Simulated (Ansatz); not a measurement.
A run for Ansatz (a first-principles code): R-B2PLYP/def2-TZVPP on Cd, 2S+1 = 1, a spin state set in the input, which need not be the lowest. Elements past Kr take the def2 small-core potentials; no spin–orbit coupling.

Ansatz 0.2 input:
```yaml
crystal:
  periodic: [false, false, false]
  atoms:
    - {symbol: Cd, position_ang: [0.00000000, 0.00000000, 0.00000000]}
basis:
  gaussian:
    orbitals: def2-TZVPP
hamiltonian:
  xc: {name: B2PLYP}
magnetization: {spin_polarized: false}
correlation: {electrons: valence}
scf: {lower_state_search: full}
```

The head of its log:

```
Functional definition: B2PLYP
[...]
integrals: 0.01 GiB planned
394 factors; integrals over basis functions are off by at most 1.6e-4 eV
mean field: 0.12 GiB planned
mean field evaluation 1: about -4557.5177 eV, gradient 2.2e0 eV
mean field evaluation 2: about -4557.5175 eV, gradient 2.2e0 eV
mean field evaluation 4: about -4557.5242 eV, gradient 2.3e-1 eV
mean field evaluation 8: about -4557.5243 eV, gradient 1.7e-5 eV
mean field evaluation 16: about -4557.5241 eV, gradient 4.3e-1 eV
mean field evaluation 32: about -4557.5243 eV, gradient 4.5e-2 eV
mean field -4557.52429158 eV, -167.4859285146 hartree, gradient 1.2e-6 eV, S^2 0.000000; 2 other end points of the search recorded, 0 dependent functions left out
reference -4557.52437992 eV, -167.4859317611 hartree; 10, 10 occupied and 46, 46 virtual orbitals, 394 factors
```

Q: Give the final energy of this run.

A: -167.7054 hartree.
